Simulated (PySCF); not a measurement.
## Nickel: highly charged ions in a basis for the neutral atom

Ni¹⁹⁺ [He] 2s2 2p5, Ni²⁰⁺ [He] 2s2 2p4. All numbers are calculated (PySCF 2.14, the non-relativistic Hamiltonian (point nucleus), in 6-31G*). No spin-orbit coupling, so a gap to NIST mixes the basis error with missing relativistic terms.

Changed run: basis of the neutral atom used for a highly charged ion. This setting is unsound on purpose.

| species | method | sound run (hartree) | changed run (hartree) | converged |
| --- | --- | --- | --- | --- |
| Ni¹⁹⁺ | UHF | not run | -1281.20261 | yes |
| Ni¹⁹⁺ | PBE | not run | -1281.20897 | yes |
| Ni¹⁹⁺ | TPSS | not run | -1281.60213 | yes |
| Ni²⁰⁺ | UHF | not run | -1220.62894 | yes |
| Ni²⁰⁺ | PBE | not run | -1220.60204 | yes |
| Ni²⁰⁺ | TPSS | not run | -1221.00034 | yes |

Ionisation energy of Ni¹⁹⁺:

```json
{"method": "UHF", "changed run (eV)": "1648.3", "NIST (eV)": "1646 ± 3"}
{"method": "PBE", "changed run (eV)": "1649.2", "NIST (eV)": "1646 ± 3"}
{"method": "TPSS", "changed run (eV)": "1649.1", "NIST (eV)": "1646 ± 3"}
```

The contracted functions were made for the neutral atom and can be too rigid for a highly charged ion.
